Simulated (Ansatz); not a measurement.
H3NOSi, SMILES `N[Si]O` (excited triplet) (charge 0, multiplicity 3). This triplet is an excited state, 2.60 eV above the relaxed singlet at the level frozen-core CCSD(T)/cc-pVTZ // PBE0-D3(BJ)/def2-TZVP (Ansatz, a first-principles code).

Cartesian coordinates (Å):
```xyz
6

N      1.0838     0.2632     0.1015
Si    -0.2996    -0.7116    -0.1854
O     -1.8307    -0.0930     0.0023
H      1.6590     0.1201     0.9166
H      1.6072     0.6547    -0.6658
H     -2.2196    -0.2333     0.8689
```
Charge 0, spin multiplicity 3.

Frozen-core energies in 6-31g from Ansatz at a geometry from PBE0-D3(BJ)/def2-TZVP; the HF reference has <S^2> = 2.01 and the T1 diagnostic is 0.018.

| level | energy (Ha) |
|---|---|
| HF | -419.85414 |
| MP2 | -420.12025 |
| CCSD | -420.13550 |

Problem. Estimate the energies of CCSD(T), CCSDT and CCSDT(Q), and give each level's difference from CCSDT(Q).

Solution. 
```
level     energy (Ha)  difference from CCSDT(Q) (mHa)
--------  -----------  ------------------------------
MP2        -420.12025                           21.84
CCSD       -420.13550                            6.58
CCSD(T)    -420.14056                            1.53
CCSDT      -420.14105                            1.04
CCSDT(Q)   -420.14209                            0.00
```
